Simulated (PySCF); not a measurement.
## Ti⁵⁺ (titanium, charge +5): PW91 calculation

Configuration: [Ne] 3s2 3p5, 2P determinant. Computed with PySCF 2.14 in an even-tempered Gaussian basis (20 s from 0.13 bohr⁻², ratio 2.5; 13 p from 0.17 bohr⁻², ratio 2.5; 5 d from 2.3 bohr⁻², ratio 2.7; 5 f from 3.5 bohr⁻², ratio 2.7), with scalar relativity by spin-free X2C-1e.

```json
{
  "Total energy": "-846.702 hartree",
  "One-electron energy": "-1109.742 hartree",
  "Hartree (Coulomb) energy": "303.096 hartree",
  "Exchange-correlation energy": "-40.056 hartree",
  "⟨S²⟩": "0.7511",
  "⟨L²⟩": "2.006",
  "Sum of ⟨r⟩": "9.407 bohr",
  "Sum of ⟨r²⟩": "8.706 bohr²",
  "Traceless quadrupole moment −½Σ⟨3z² − r²⟩ along its main axis": "0.442 e·bohr²"
}
```

```
shell  electrons  mean orbital energy (eV)  spread (eV)  rms radius, mean of both spins (bohr)
 1s α          1                   -4948.8            0                                 0.0805
 1s β          1                   -4948.4            0                                 0.0805
 2s α          1                   -618.56            0                                  0.353
 2s β          1                   -618.19            0                                  0.353
 2p α          3                   -526.25        1.509                                  0.321
 2p β          3                   -525.73        0.632                                  0.321
 3s α          1                   -136.15            0                                   1.02
 3s β          1                   -134.11            0                                   1.02
 3p α          3                   -111.21        2.874                                   1.07
 3p β          2                   -109.43            0                                   1.07
```

Densities and radii are taken from the X2C orbitals without a picture-change correction, which distorts them close to the nucleus.
